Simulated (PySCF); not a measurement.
# Telling isomers of C₅H₇ClF₂ apart by NMR

In vacuum, one conformer, fast rotation and ring inversion assumed for equivalent nuclei, no relativistic terms. Shielding tensors at PBE0/pcSseg-1 (GIAO); GFN2-xTB structure; PySCF 2.14.

δ = σ(ref) − σ, references computed at the same level: ¹H, ¹³C against TMS. Splittings of carbon signals by F and P are missing where no couplings were computed. Where no couplings were computed, multiplicities follow the n + 1 count of equivalent neighbours, and m marks all less simple cases (inequivalent or close neighbours, rings, F or P nearby). Shifts are as computed. Against solution values, carbons near 30 ppm lie about +3 ppm off and those near 130 ppm about +5 ppm; carbons on Cl a further +6 ppm. Of 1211 compounds with measured shifts, 218 miss one by over three times the rms of a fit or turn the order of signals round; such compounds aren't used in these exercises. Carbons bonded to Cl come out too deshielded.

(1) Tabulate the signals of `C/C=C\CC(F)(F)Cl`, `C[C@@H](Cl)[C@@H]1[C@H](F)[C@@H]1F` and their relative energies.

(2) What is the quickest way to tell C/C=C\CC(F)(F)Cl from C[C@@H](Cl)[C@@H]1[C@H](F)[C@@H]1F?

Results:

(1) 
```json
{"SMILES": "C/C=C\\CC(F)(F)Cl", "carbon types": "1×C 2×CH 1×CH2 1×CH3", "δC": "143.6, 141.1, 127.3, 43.5, 16.3", "δH": "6.19 (m, 1H), 5.74 (m, 1H), 3.00 (m, 2H), 1.89 (d, 3H)", "E rel. (kcal/mol)": "0.0"}
{"SMILES": "C[C@@H](Cl)[C@@H]1[C@H](F)[C@@H]1F", "carbon types": "4×CH 1×CH3", "δC": "74.2, 72.6, 55.5, 31.9, 28.2", "δH": "4.40 (m, 1H), 4.36 (m, 1H), 4.31 (m, 1H), 1.69 (d, 3H), 1.02 (m, 1H)", "E rel. (kcal/mol)": "18.6"}
```

Energies are electronic energies at PBE0/pcSseg-1 on these geometries, without zero-point or thermal terms, each for the one conformer computed, which needn't be the lowest.

(2) Both give the same number of carbon signals, but DEPT or the intensities differ. The first has a fully substituted sp3 carbon bonded to Cl and 2 F (C) at 143.6 ppm, the second an sp3 CH bonded to Cl at 55.5 ppm. Their most deshielded carbons lie at 143.6 and 74.2 ppm. In the proton spectra the most deshielded non-exchanging signals are 6.19 (m, 1H) and 4.40 (m, 1H).
